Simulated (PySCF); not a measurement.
## One molecule, a ladder of functionals, a line

Molecule: `CN[SiH](O)O`, CH7NO2Si.

Molfile (atoms numbered from 1):
```
CH7NO2Si
     RDKit          3D

 12 11  0  0  0  0  0  0  0  0999 V2000
    1.8947   -0.1059   -0.1065 C   0  0  0  0  0  0  0  0  0  0  0  0
    0.5735    0.4483    0.0611 N   0  0  0  0  0  0  0  0  0  0  0  0
   -0.9111   -0.3874   -0.1035 Si  0  0  0  0  0  4  0  0  0  0  0  0
   -1.8291    0.2476   -1.3291 O   0  0  0  0  0  0  0  0  0  0  0  0
   -1.9138   -0.2401    1.2206 O   0  0  0  0  0  0  0  0  0  0  0  0
    2.4188    0.2935   -0.9935 H   0  0  0  0  0  0  0  0  0  0  0  0
    2.5436    0.0702    0.7706 H   0  0  0  0  0  0  0  0  0  0  0  0
    1.8270   -1.1964   -0.2407 H   0  0  0  0  0  0  0  0  0  0  0  0
    0.5500    1.4618    0.0985 H   0  0  0  0  0  0  0  0  0  0  0  0
   -0.5377   -1.8070   -0.3527 H   0  0  0  0  0  0  0  0  0  0  0  0
   -2.7665    0.3199   -1.1250 H   0  0  0  0  0  0  0  0  0  0  0  0
   -1.4990   -0.3722    2.0773 H   0  0  0  0  0  0  0  0  0  0  0  0
  1  2  1  0
  2  3  1  0
  3  4  1  0
  3  5  1  0
  1  6  1  0
  1  7  1  0
  1  8  1  0
  2  9  1  0
  3 10  1  0
  4 11  1  0
  5 12  1  0
M  END
```

GIAO shieldings (ppm, equivalent atoms averaged) in PySCF 2.14 on the PBE0-D3(BJ)/def2-SVP geometry, basis pcSseg-2, gas phase, non-relativistic:

```csv
functional,exact exchange (%),σ(C1),σ(N2),σ(Si3),σ(O4/O5)
BLYP,0,145.2,206.4,352.1,258.3
BP86,0,149.5,211.1,357.3,259.9
PBE,0,150.0,210.8,357.2,259.7
PBE0,25,155.3,220.5,374.0,268.4
mPW1PW91,25,154.5,220.2,373.8,268.5
BHandHLYP,50,156.0,224.4,385.6,273.8
HF,100,164.4,238.4,423.8,286.3
```

Question: Fit each shielding as a line in the percentage of exact exchange.

Answer: σ(C1) = 149.0 + 0.16 x (rms 1.9 ppm); σ(N2) = 210.6 + 0.29 x (rms 2.1 ppm); σ(Si3) = 355.7 + 0.67 x (rms 2.3 ppm); σ(O4/O5) = 260.1 + 0.27 x (rms 1.1 ppm). The functionals also differ in their semilocal parts, which the line can't hold; Hartree–Fock has no correlation at all.

Question: What does the line predict for B3LYP (20 %), and what does the run give?

Answer: σ(C1): 152.2 predicted, 150.1 computed; σ(N2): 216.4 predicted, 214.6 computed; σ(Si3): 369.1 predicted, 365.1 computed; σ(O4/O5): 265.5 predicted, 265.1 computed ppm.
